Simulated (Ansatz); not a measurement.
The same molecule with X = B, Al, Ga, In. Ansatz, PBE0-D4/def2-TZVP geometries, multiplicity 1. Each molecule was computed in one conformer, which needn't be the lowest.

Elements past krypton have def2 core potentials. Scalar relativity is left out up to krypton.

| X | molecule | mean X–Cl bond length / Å | mean X–O bond length / Å | HOMO–LUMO gap (ωB97M-V/def2-TZVPP) / eV | HOMO–LUMO gap (B3LYP/def2-TZVPP) / eV | HOMO–LUMO gap (PBE/def2-TZVPP) / eV |
| --- | --- | --- | --- | --- | --- | --- |
| B | `OB(Cl)O[SiH3]` | 1.775 | 1.349 | 13.03 | 8.58 | 6.77 |
| Ga | `[OH][Ga]([Cl])[O][SiH3]` | 2.114 | 1.764 | 11.62 | 6.92 | 5.05 |
| In | `[OH][In]([Cl])[O][SiH3]` | 2.285 | 1.966 | 10.51 | 5.72 | 3.88 |

Q: Give the row for X = Al, `[OH][Al]([Cl])[O][SiH3]`. (An estimate is asked.)

A: Computed: 
```tsv
X	molecule	mean X–Cl bond length / Å	mean X–O bond length / Å	HOMO–LUMO gap (ωB97M-V/def2-TZVPP) / eV	HOMO–LUMO gap (B3LYP/def2-TZVPP) / eV	HOMO–LUMO gap (PBE/def2-TZVPP) / eV
Al	`[OH][Al]([Cl])[O][SiH3]`	2.076	1.675	11.91	7.48	5.68
```

From B to In the mean X–Cl bond length rises at each step, by 0.510 Å in all; the mean X–O bond length rises at each step, by 0.617 Å in all; the HOMO–LUMO gap (ωB97M-V/def2-TZVPP) falls at each step, by 2.52 eV in all; the HOMO–LUMO gap (B3LYP/def2-TZVPP) falls at each step, by 2.86 eV in all; the HOMO–LUMO gap (PBE/def2-TZVPP) falls at each step, by 2.89 eV in all. Bonds lengthen as the atom grows down the group.

B3LYP here is the variant with VWN-RPA as its local correlation; programs differ in this.
